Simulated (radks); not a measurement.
Problem. Spherical quantum dot in the effective-mass picture: electrons in a hard-walled sphere of radius 11, with a point charge +2 (a donor) at the centre, all in effective atomic units (hartree* = m*/eps^2 hartree, bohr* = eps/m* bohr), one dielectric constant everywhere. Calculated with a radial shooting solver with Libxc functionals: non-relativistic Kohn-Sham, LDA (Slater exchange, Perdew-Wang correlation), spin-polarised, spherical densities. Levels are named by radial order and angular momentum (1s, 1p, 1d, 2s, ...), and open shells are averaged over m. At N = 28 the configuration is 1s2 1p6 1d10 2s2 1f(up 7, down 1). Does electron 29 go into 1f down or 1g up or 1g down?

Solution. Into 1f down. The total energies of the other choices lie higher by 0.0367 hartree* (1g up), 0.0544 hartree* (1g down).
